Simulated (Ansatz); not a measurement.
```yaml
crystal:
  periodic: [false, false, false]
  atoms:
    - {symbol: C, position_ang: [-1.356829, -1.485473, 0.352511]}
    - {symbol: C, position_ang: [-0.430387, -0.702855, 0.746587]}
    - {symbol: C, position_ang: [0.761548, -0.413362, 0.024308]}
    - {symbol: Sn, position_ang: [0.690214, 1.505224, -0.732038]}
    - {symbol: F, position_ang: [0.518343, 2.549482, 0.791234]}
    - {symbol: H, position_ang: [-1.288687, -2.003065, -0.549825]}
    - {symbol: H, position_ang: [-2.214174, -1.637132, 0.920848]}
    - {symbol: H, position_ang: [-0.543933, -0.202927, 1.656500]}
    - {symbol: H, position_ang: [1.611376, -0.441408, 0.638673]}
    - {symbol: H, position_ang: [0.907053, -1.072867, -0.778167]}
    - {symbol: H, position_ang: [-0.657351, 1.818827, -1.606115]}
    - {symbol: H, position_ang: [2.076649, 2.032661, -1.431684]}
basis:
  gaussian: {orbitals: def2-SVPD}
total_charge: 1
magnetization: {spin_polarized: true, initial_magnetization: 2}
hamiltonian: {xc: {name: wPBEh}}
output: {forces: true}
```

```sh
$ ansatz run in.yaml --threads 4 --pin off --events-out ev --progress --plain --max-ram 10444MiB
```

Output, abridged:

```
Error: a molecule whose nuclei and cores have a total charge of 56 cannot have a net charge of 1 together with 2 unpaired electrons
```

Question: What is wrong with this run?

Answer: The number of unpaired electrons doesn't fit the electron count. The input was rejected before any iteration.
